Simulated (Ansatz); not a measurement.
A structure relaxed at PBE-D4/def2-SVP in Ansatz, charge 1, doublet:

Cartesian coordinates in Å:
```
Si 0.269 1.868 -0.442
Si -1.351 -0.236 1.564
Si -0.993 -2.033 0.174
Si 2.470 0.001 1.082
Si 0.075 -1.211 -1.690
Si -1.591 0.359 -0.805
Si 1.871 0.260 -1.165
Si 0.567 1.152 1.810
H 0.563 1.993 3.053
H -2.290 -2.718 -0.189
H 2.890 0.401 -2.258
H -2.943 0.490 -1.436
H -0.172 -2.002 -2.943
H 3.087 -1.216 1.717
H 0.091 3.273 -0.940
H -2.543 -0.381 2.468
```

(1) Give its formula and point group.

(2) Summarise the bond lengths by kind (pairs closer than 1.2 times the sum of covalent radii, bridged metal pairs left out).

Results:

(1) the cluster Si8H8⁺. Point group Cs (tolerance 0.1 Å).

(2) 12 × Si–Si 2.30 to 2.65 Å; 8 × H–Si 1.50 to 1.51 Å.

Another isomer (doublet) lies 0.20 eV lower at PBE0-D4/def2-TZVP; other spin states weren't run for this one.
